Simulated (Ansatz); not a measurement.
Molecule: sum formula VO4H3, net charge 0, singlet state. SMILES: [O]=[V]([OH])([OH])[OH]
Coordinates optimised at B3LYP-D3(BJ)/def2-TZVP (Ansatz, a first-principles code):
```xyz
8

V      0.0182     0.0138    -0.0175
O      1.0097     0.7667    -0.9735
O      0.9396    -0.8682     1.2192
H      1.9026    -0.8449     1.2419
O     -0.9570    -1.1352    -0.9584
H     -0.8429    -1.2314    -1.9103
O     -1.0541     1.1899     0.7722
H     -0.9834     2.1343     0.5948
```
Charge 0, spin multiplicity 1.

Property: atomisation energy (electronic, to ground-state atoms), in kJ/mol. Correlated levels leave the core frozen unless marked. UHF or UKS for open shells. No spin-orbit coupling. Frozen are the shells of the preceding noble gas and the d and f shells that filled before the atom's block. No relativistic terms. The coupled-cluster limit lacks core correlation, which all-electron functionals hold. Basis-set limits of correlation are two-point, X^-3; Hartree-Fock from the larger set. [CCSD(T)-MP2]/basis is that difference in the basis named.

The T1 diagnostic of CCSD in the largest basis is 0.034, which is high, so the coupled-cluster rows are less sure than usual.

```
level                                                                 program  atomisation energy (kJ/mol)
-------------------------------------------------------------  --------------  ---------------------------
r2SCAN-D4/def2-TZVPD                                           Ansatz + dftd4                          ___
LC-wPBE-D3(BJ)/def2-TZVPD                                      Ansatz + dftd3                          ___
B2PLYP-D4/def2-TZVPD                                           Ansatz + dftd4                       3301.6
SCS-MP2/6-31G                                                          Ansatz                       2750.5
CCSD/6-31G                                                             Ansatz                       2452.0
RI-MP2/CBS(def2-TZVPPD,def2-QZVPPD)+[CCSD(T)-MP2]/def2-TZVPPD          Ansatz                          ___
```

Question: Some entries are withheld; supply them.

Answer: 
- r2SCAN-D4/def2-TZVPD, atomisation energy (kJ/mol): 3391.1
- LC-wPBE-D3(BJ)/def2-TZVPD, atomisation energy (kJ/mol): 3236.0
- RI-MP2/CBS(def2-TZVPPD,def2-QZVPPD)+[CCSD(T)-MP2]/def2-TZVPPD, atomisation energy (kJ/mol): 3253.3
